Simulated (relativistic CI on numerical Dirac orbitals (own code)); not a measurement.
Os¹⁴⁺: q coefficients and field-shift factors

These numbers are calculated, not measured: Dirac-Coulomb-Breit CI, separate exchange-only KLI orbitals for each configuration, derivatives by finite differences, unscaled Slater integrals, QED left out (own radial code, finite nucleus).

CI space (outside the closed core [Kr] 4d10): 4f¹⁴5s², 4f¹⁴5s5p, 4f¹³5s²5p, 4f¹⁴5s5d, 4f¹³5s²5d, 4f¹⁴5p², 4f¹³5p³, 4f¹³5p²5d. Double excitations out of closed p, d and f shells are left out; levels of such configurations are missing from the list, as are those of other unlisted configurations, and high levels can miss mixing partners.

With x = (α/α₀)² − 1 an excitation energy changes as ω = ω₀ + qx; K = 2q/ω₀ is the relative enhancement. Terms are leading LS components, so labels can repeat. The field-shift factor is F = δν/δ⟨r²⟩ for the transition from the lowest level.

Lowest level 4f¹⁴5s² ¹S0.

```tsv
Level	ω₀ (cm⁻¹)	q (cm⁻¹)	K	F (GHz/fm²)
4f¹³5s²5p ³D3	137343	-279700	-4.07	64.6
4f¹³5s²5p ³G4	141116	-280000	-3.97	64.6
4f¹³5s²5p ³G3	159902	-261000	-3.26	66
4f¹³5s²5p ³F2	167625	-257600	-3.07	65.4
4f¹⁴5s5p ³P°0	253233	42020	0.332	-418
4f¹³5s²5p ³G5	272771	-106200	-0.779	33.5
4f¹⁴5s5p ³P°1	274331	53800	0.392	-421
4f¹³5s²5p ³D2	276233	-104400	-0.756	33.5
4f¹³5s²5p ¹F3	282966	-107200	-0.757	33.7
4f¹³5s²5p ³D1	287599	-86450	-0.601	34.9
4f¹³5s²5p ³F4	289568	-105300	-0.727	33.4
4f¹³5s²5p ³G4	298904	-86580	-0.579	34.8
4f¹³5s²5p ³F2	306936	-87650	-0.571	34.6
```

At this charge transitions that keep the count of f electrons are usually good to a few per cent. Levels and lines within the n = 5 or 6 shells can be off by up to 10 % or somewhat more, and those that change n by about 2 %, since core polarisation is missing. Levels that differ in their count of f electrons can be misplaced by several ten thousand cm⁻¹, since the correlation energy of f electrons is missing or only estimated; rates across such gaps can be off by orders of magnitude.
